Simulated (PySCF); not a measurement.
Correlation energy of Se⁺ (selenium, charge +1)

[Ar] 3d10 4s2 4p3, high-spin 4S determinant. All numbers are calculated (PySCF 2.14, the spin-free X2C one-electron Hamiltonian (Gaussian nucleus), in x2c-SVPall). Frozen: [Ar] 3d10; 5 electrons correlated.

MP2 pair energies summed by pair of shells (mhartree):

```tsv
pair	energy	share (%)
4s-4p	-38.31	64.7
4p-4p	-13.93	23.5
4s-4s	-6.96	11.8
```

Total MP2 correlation energy: -59.20 mhartree.

Same-spin part -15.97 and opposite-spin part -43.23 mhartree; SCS-MP2 scales them by 1/3 and 6/5 to -57.20 mhartree.

```
  level  correlation energy (mhartree)
   CCSD                         -74.13
    (T)                          -0.85
CCSD(T)                         -74.98
```

Diagnostics: T1 = 0.0013, D1 = 0.0039, largest double amplitude 0.059.

Task: Is a single reference adequate?

Result: Yes, within this model without spin-orbit coupling: T1 lies below 0.03 and no double amplitude reaches 0.07.
